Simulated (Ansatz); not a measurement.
Cartesian coordinates in Å:
```
C 0.677 -1.720 1.190
Si -0.852 -0.644 1.415
Al -0.997 1.130 -0.281
F -2.271 2.186 -0.169
Si 0.571 1.537 -2.133
H 1.590 -1.126 1.274
H 0.677 -2.197 0.208
H 0.713 -2.504 1.949
H -0.840 -0.033 2.778
H -2.077 -1.495 1.343
H 1.223 0.265 -2.560
H -0.076 2.147 -3.328
H 1.662 2.454 -1.687
```

The species carries charge 0 and has multiplicity 1.

**Question.** List the r2SCAN/def2-TZVPP orbital energies in eV (Ansatz). (An estimate is asked.)

**Answer.** Ansatz gave: Occupied: -1790.74, -1790.71, -1517.62, -665.23, -272.93, -141.25, -141.20, -111.08, -96.11, -96.10, -96.09, -96.06, -96.05, -96.04, -71.42, -71.22, -71.18, -29.93, -18.38, -13.75, -13.12, -11.30, -10.60, -10.55, -9.97, -9.90, -8.86, -8.85, -8.50, -8.40, -8.19, -6.27. Lowest empty: -2.58, -1.18, -0.49, 0.32, 0.49, 1.06, 1.40, 1.69.
